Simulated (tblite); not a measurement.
C₂H₅O (SMILES [CH2]CO), doublet, at a GFN2-xTB geometry; GFN1-xTB run with tblite.

tblite was given this input:
```
$ tblite run mol.xyz --method gfn1 --charge 0 --spin 1 --etemp 2000 --json tblite.json --no-restart

# file mol.xyz
8

C      1.15137558    -0.54678548     0.07260233
C      0.09202467     0.46500352     0.17816257
O     -1.13368056    -0.05970874    -0.27413176
H     -1.81767180     0.61315053    -0.19934148
H     -0.00181551     0.81115250     1.22869683
H      0.36509868     1.36623760    -0.40959167
H      2.14839555    -0.30505774     0.37779903
H      0.91503609    -1.51712129    -0.30909800
```

Question: Write the output that tblite gives for this input, abridged.

Answer: 
```
xTB calculator
 | screened Coulomb repulsion
 | Coulomb electrostatics
 |  * isotropic Klopman-Ohno-Mataga-Nishimoto electrostatics
 |  * onsite third-order electrostatics
 | DFT-D3(BJ) dispersion correction

halogen bonding energy    0.0000000000000E+00 Eh
repulsion energy          1.1236988957939E-01 Eh
dispersion energy        -1.5124392403911E-03 Eh
number of electrons       1.9000000000000E+01 e
integral cutoff           1.9731147476801E+01 bohr

------------------------------------------------------------
  cycle        total energy    energy error   density error
------------------------------------------------------------
      1     -11.45072354272  -1.1561581E+01   5.8777515E-01
      2     -11.52364265875  -7.2919116E-02   3.2267007E-01
      3     -11.52725147953  -3.6088208E-03   7.9381985E-02
      4     -11.52835782785  -1.1063483E-03   8.0125944E-03
      5     -11.52840088727  -4.3059420E-05   2.3396101E-03
      6     -11.52840388387  -2.9965994E-06   4.8005445E-04
      7     -11.52840429606  -4.1218576E-07   1.4792667E-04
      8     -11.52840431645  -2.0391155E-08   3.3474168E-05
      9     -11.52840431773  -1.2836772E-09   9.4341561E-06
------------------------------------------------------------

electronic energy        -1.1639261768069E+01 Eh
total energy             -1.1528404317730E+01 Eh

Post processing:
 | Mayer-Wiberg bond orders

[Info] JSON dump of results written to 'tblite.json'
```
